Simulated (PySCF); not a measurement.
Species: C4H3NO2S.
Numbering: `[O:1]=[CH:2][O:3][c:4]1[cH:5][n:6][cH:7][s:8]1`

NICS is the negative of the GIAO shielding at a point without a nucleus: at the ring centre (0) and 1 Å above and below it (1); zz is the component along the ring normal. Level: GIAO PBE0/pcSseg-1 (PySCF, non-relativistic, gas phase) on the GFN2-xTB geometry, one conformer.

Ring bond lengths (Å), with Mayer bond orders in brackets: C4–C5 1.365 (1.50), C5–N6 1.351 (1.26), N6–C7 1.279 (1.68), C7–S8 1.739 (1.11), S8–C4 1.736 (1.17).

Task: What do the NICS probes read (ppm)?

Result: 
```tsv
ring	type	NICS(0)	NICS(1), two faces	NICS(1)zz, two faces	rms pucker (Å)	centre to ring atoms, mean (Å)
C4–C5–N6–C7–S8	5-membered ring with N and S; formal bonds all aromatic	-12.3	-10.8 / -10.8	-24.7 / -24.7	0.00	1.26
```

Task: What do they say, and how far can they be read as aromaticity?

Result: 
- C4–C5–N6–C7–S8: mean NICS(1)zz -24.7 ppm, shielded, aromatic by this magnetic criterion (flat ring, no four-coordinate atom).

Task: How equal are the bonds by HOMA? HOMA = 1 − mean of α(R − Ropt)² over the ring bonds, with Krygowski's 1993 parameters (CC: Ropt 1.388 Å, α 257.7 Å⁻²; CN: Ropt 1.334 Å, α 93.52 Å⁻²; CS: Ropt 1.677 Å, α 94.09 Å⁻²).

Result: 
- C4–C5–N6–C7–S8: HOMA 0.77; the largest term is that of C7–S8, α(R − Ropt)² = 0.36. The geometric and the magnetic index point the same way.

Task: List the ring angles and the Hirshfeld charges of the ring atoms.

Result: 
- C4–C5–N6–C7–S8: C4 110.8° (+0.032 e), C5 114.1° (-0.038 e), N6 112.5° (-0.168 e), C7 115.4° (-0.004 e), S8 87.3° (+0.104 e); sum 540.0° against 540° for a flat convex ring.

Task: How shielded are the nuclei of the rings and their hydrogens (means over atoms taken as equivalent)?

Result: 
```tsv
atoms	environment	σ isotropic (ppm)	principal values of the symmetric part, first atom (ppm)
C4	aromatic carbon bearing oxygen	25.6	-34.5, 39.1, 72.1
C5	aromatic CH next to a ring nitrogen	52.5	-8.9, 43.5, 123.0
N6	pyridine-type nitrogen	-95.9	-401.2, -110.2, 223.6
C7	aromatic CH next to a ring nitrogen	41.3	-41.2, 54.0, 111.0
S8	thiophene-type sulfur	248.0	24.7, 322.5, 396.8
H on C5	aromatic hydrogen	22.83	17.4, 23.6, 27.5
H on C7	aromatic hydrogen	23.70	20.2, 23.2, 27.7
```

The values belong to the conformer `[O:1]=[CH:2][O:3][c:4]1[cH:5][n:6][cH:7][s:8]1`: O1–C2–O3–C4 0°, C2–O3–C4–C5 0°.
